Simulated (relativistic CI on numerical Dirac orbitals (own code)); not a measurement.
One change at a time: Ir¹⁴⁺

Base calculation: Dirac-Coulomb-Breit CI, orbitals from a KLI potential per configuration, model QED, unscaled Slater integrals.

CI space (outside the closed core [Kr] 4d10): 4f¹⁴5s²5p, 4f¹⁴5s5p², 4f¹³5s²5p², 4f¹⁴5s²5d, 4f¹⁴5s5p5d, 4f¹⁴5s²5f, 4f¹³5s²5p5d, 4f¹⁴5s²5g, 4f¹⁴5s5p5f, 4f¹⁴5s²6s, 4f¹⁴5p²5d, 4f¹⁴5p³, 4f¹³5p⁴, 4f¹³5p³5d, 4f¹⁴5p5d², 4f¹³5p²5d², 4f¹⁴5d³, 4f¹⁴5d²5f, 4f¹³5p5d³. Double excitations out of closed p, d and f shells are left out; levels of such configurations are missing from the list, as are those of other unlisted configurations, and high levels can miss mixing partners. Some configurations lack a partner that the ground configuration has and come out too high, among them 4f¹⁴5s²5g, 4f¹⁴5s²6s.

Variants: (1) valence Slater integrals scaled by 0.9; (2) one mean potential for all configurations. Shifts of the energy above 4f¹⁴5s²5p ²P°1/2, in cm⁻¹, for the lowest level and the first level of each name with at least 55 % of one term (blank where a level changes its place among those of its configuration and J or its character, or is not in the variant):

| Level | Base | Δ(1) | Δ(2) |
| --- | --- | --- | --- |
| 4f¹⁴5s²5p ²P°1/2 | 0 | 0 | 0 |
| 4f¹⁴5s²5p ²P°3/2 | 145623 | +431 | -770 |
| 4f¹⁴5s5p² ⁴P1/2 | 290796 | +1368 | -496 |
| 4f¹³5s²5p² ⁴F°9/2 | 312502 | +1029 | +6281 |
| 4f¹³5s²5p² ⁴F°3/2 | 329215 | +516 | +6605 |
| 4f¹³5s²5p² ²H°11/2 | 331645 | -986 | +6224 |
| 4f¹³5s²5p² ²D°5/2 | 335826 | -1292 | +6238 |
| 4f¹³5s²5p² ²G°9/2 | 343838 | -1946 | +6262 |
| 4f¹³5s²5p² ²P°1/2 | 354935 | -984 | +6835 |
| 4f¹³5s²5p² ²H°9/2 | 356899 | -1121 | +6794 |
| 4f¹³5s²5p² ²D°3/2 | 368082 | -2324 | +6872 |
| 4f¹⁴5s5p² ⁴P3/2 | 396347 | +4055 | -1142 |
| 4f¹⁴5s5p² ²D3/2 | 465003 | -1008 | -990 |
| 4f¹³5s²5p² ⁴G°11/2 | 478122 | -878 | +7582 |
| 4f¹⁴5s5p² ²P1/2 | 484377 | -4979 | -609 |
| 4f¹³5s²5p² ⁴D°1/2 | 504566 | -1105 | +8175 |
| 4f¹⁴5s5p² ²S1/2 | 634367 | -5741 | -1276 |
| 4f¹⁴5s²5d ²D5/2 | 672608 | -1979 | -1080 |
| 4f¹³5s²5p5d ⁴I9/2 | 809937 | +3095 | +8641 |
| 4f¹³5s²5p5d ⁴G11/2 | 837087 | +670 | +8167 |

At this charge transitions that keep the count of f electrons are usually good to a few per cent. Levels and lines within the n = 5 or 6 shells can be off by up to 10 % or somewhat more, and those that change n by about 2 %, since core polarisation is missing. Levels that differ in their count of f electrons can be misplaced by several ten thousand cm⁻¹, since the correlation energy of f electrons is missing or only estimated; rates across such gaps can be off by orders of magnitude.

Ionisation energy from one configuration of each of the two ions, the ground ones as tabulated or assumed: base 318.123 eV. The NIST ASD value (theoretical) is 329 ± 16 eV.

LS names give the leading component of a level, which can be under half, so a name can repeat, a term be missing and a line seem to break the LS rules.
